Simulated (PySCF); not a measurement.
Species: C4H10OSi2.
SMILES with atom numbers: `[CH3:1][O:2][C:3]([SiH3:4])=[C:5]=[CH:6][SiH3:7]` (hydrogens: H8, H9, H10 on C1; H11, H12, H13 on Si4; H14 on C6; H15, H16, H17 on Si7)

Computed by this run: PBE0-D3(BJ)/def2-SVP geometry optimisation, gas phase in PySCF 2.14.0; density fitting, grid level 2; the optimiser is geomeTRIC in internal coordinates, started from a GFN2-xTB structure.

Step 0: E = -22087.4639 eV
```
atom  x, y, z in Å  |  force x, y, z in eV/Å
C1     -1.2264   -1.4692    0.2989   -0.049   0.301  -0.060
O2     -1.3873   -0.1088   -0.0037    0.529   0.191  -0.256
C3     -0.2988    0.4947   -0.6047   -1.617   0.338   0.522
Si4    -0.6498    2.3284   -0.8911    0.282  -0.708   0.072
C5      0.8050   -0.1056   -0.9470    0.261  -0.023  -0.010
C6      1.9729   -0.6061   -1.2236    0.762  -0.149   0.317
Si7     3.4073   -0.6549   -0.0020   -0.629  -0.010  -0.481
H8     -2.1461   -1.7922    0.7838   -0.246  -0.149   0.149
H9     -1.0594   -2.0585   -0.6103    0.035  -0.179  -0.223
H10    -0.3754   -1.6249    0.9721    0.198  -0.076   0.192
H11     0.4582    2.8862   -1.6675    0.382   0.278  -0.281
H12    -0.7614    2.9937    0.4089   -0.057   0.302   0.463
H13    -1.9165    2.4450   -1.6148   -0.468   0.101  -0.288
H14     2.1495   -1.0310   -2.2061    0.060  -0.229  -0.542
H15     3.9108   -2.0323    0.0537    0.263  -0.481   0.057
H16     4.4773    0.2315   -0.4695    0.459   0.311  -0.137
H17     2.9449   -0.2394    1.3224   -0.166   0.182   0.505
```

Step 1: E = -22087.5583 eV
```
atom  x, y, z in Å  |  force x, y, z in eV/Å
C1     -1.2341   -1.5007    0.3099   -0.009  -0.060   0.017
O2     -1.4021   -0.1389    0.0157   -0.084   0.005  -0.001
C3     -0.3533    0.4811   -0.5854    0.207  -0.030   0.015
Si4    -0.6196    2.3206   -0.8878   -0.111   0.054   0.001
C5      0.7858   -0.0964   -0.9275   -0.033  -0.012   0.013
C6      1.9576   -0.6035   -1.2353    0.027   0.000  -0.131
Si7     3.3926   -0.6381   -0.0290    0.034  -0.003   0.070
H8     -2.1625   -1.8457    0.7845    0.021   0.016  -0.013
H9     -1.0483   -2.0910   -0.6062   -0.006   0.030   0.013
H10    -0.3866   -1.6625    1.0009   -0.013   0.026  -0.017
H11     0.5399    2.8768   -1.6427    0.014  -0.054   0.017
H12    -0.7639    3.0362    0.4170    0.007  -0.019  -0.015
H13    -1.8779    2.5112   -1.6725    0.027   0.008   0.005
H14     2.1080   -1.0272   -2.2432   -0.026   0.028   0.066
H15     3.9425   -2.0276    0.0737   -0.026   0.018   0.002
H16     4.5102    0.2483   -0.4851   -0.038  -0.003  -0.017
H17     2.9167   -0.1862    1.3127    0.009  -0.003  -0.025
```

**Question.** Estimate the geometry and energy of step 2. (The exact step hangs on the optimiser's Hessian estimate; all steps are aligned on step 1, rigid shifts and turns removed.)

**Answer.** E = -22087.5609 eV, largest force 0.103 eV/Å
```
atom  x, y, z in Å  |  force x, y, z in eV/Å
C1     -1.2493   -1.5010    0.3096    0.013  -0.026   0.008
O2     -1.4008   -0.1376    0.0157   -0.001  -0.009   0.001
C3     -0.3406    0.4708   -0.5801    0.040   0.039   0.000
Si4    -0.6113    2.3105   -0.8770   -0.010   0.027  -0.017
C5      0.7941   -0.1085   -0.9305   -0.093  -0.043  -0.009
C6      1.9642   -0.6117   -1.2494    0.026   0.016   0.006
Si7     3.3919   -0.6225   -0.0337    0.030  -0.019   0.007
H8     -2.1825   -1.8358    0.7802    0.002  -0.001   0.000
H9     -1.0660   -2.0899   -0.6068   -0.001   0.000  -0.001
H10    -0.4057   -1.6687    1.0028   -0.002  -0.002   0.000
H11     0.5600    2.8518   -1.6225    0.014  -0.003   0.002
H12    -0.7553    3.0208    0.4294   -0.003  -0.007   0.000
H13    -1.8619    2.5107   -1.6688    0.008   0.001  -0.001
H14     2.1129   -1.0388   -2.2537   -0.015   0.023   0.008
H15     3.9488   -2.0060    0.0888   -0.001  -0.002   0.012
H16     4.4989    0.2684   -0.5023   -0.004   0.003  -0.008
H17     2.9073   -0.1559    1.2981   -0.003   0.003  -0.008
```

The energy changes by -0.0026 eV. The first-order estimate −F·Δx gives -0.0056 eV and the mean of the old and new forces, exact on a quadratic surface, -0.0026 eV. The step makes an angle of 79° with the force vector and moves no atom by more than 0.038 Å.

What follows is the cost of the whole optimisation. Hardware: one thread, Arm Neoverse V1 (aarch64), shared host. Cost: 1.8 min, 0.75 GiB resident at most.
